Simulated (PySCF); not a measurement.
B3LYP has the VWN-RPA correlation part, as in Gaussian. 

Cartesian coordinates (Å):
```xyz
7

C      1.1313     0.0549    -0.1131
Si    -0.6755    -0.1703     0.0885
Cl    -1.6247     1.6546    -0.1449
H      1.5979     1.0311    -0.1620
H      1.8106    -0.7886    -0.1791
H     -1.0220    -0.6792     1.4352
H     -1.2177    -1.1024    -0.9247
```
Charge 0, spin multiplicity 2.

**Question.** What dipole moment, total energy and highest occupied spin orbital does PySCF 2.14.0 with B3LYP-D3(BJ)/def2-TZVP give?

**Answer.** 
The dipole moment comes out as 1.78 D, the total energy is -790.2821 Ha and the highest occupied spin orbital is -7.01 eV.
